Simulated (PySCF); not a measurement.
Ligands exchanged one at a time, Si Br-NH2. Isolated molecules, 0 K electronic values unless said otherwise. One relaxed conformer stands for each flexible species; it need not be the lowest. Strings in code marks are SMILES.

The HOMO from two functionals at the same geometries (PBE0-D3(BJ)/def2-TZVP), both in PySCF: PBE-D3(BJ)/def2-TZVP and B3LYP-D3(BJ)/def2-TZVP. B3LYP has the VWN-RPA correlation part, as in Gaussian. 

```csv
species,B3LYP-D3(BJ)/def2-TZVP (eV)
0 of 4 Br replaced by NH2 (`Br[Si](Br)(Br)Br`),-8.41
1 of 4 Br replaced by NH2 (`[Si](Br)(N)(Br)Br`),-7.85
2 of 4 Br replaced by NH2 (`N[Si](N)(Br)Br`),-7.53
3 of 4 Br replaced by NH2 (`N[Si](N)(N)Br`),-7.18
4 of 4 Br replaced by NH2,-6.44
```

Q: What does PBE-D3(BJ)/def2-TZVP give for each?

A: 
- 0 of 4 Br replaced by NH2 (`Br[Si](Br)(Br)Br`): -7.40
- 1 of 4 Br replaced by NH2 (`[Si](Br)(N)(Br)Br`): -6.73
- 2 of 4 Br replaced by NH2 (`N[Si](N)(Br)Br`): -6.43
- 3 of 4 Br replaced by NH2 (`N[Si](N)(N)Br`): -6.02
- 4 of 4 Br replaced by NH2: -5.22
Over these rows, drawn at random from the members with no instability flagged (it was tested for open shells, ions and some series alone), PBE minus B3LYP-D3(BJ): mean +1.12 eV, from +1.01 eV to +1.22 eV.
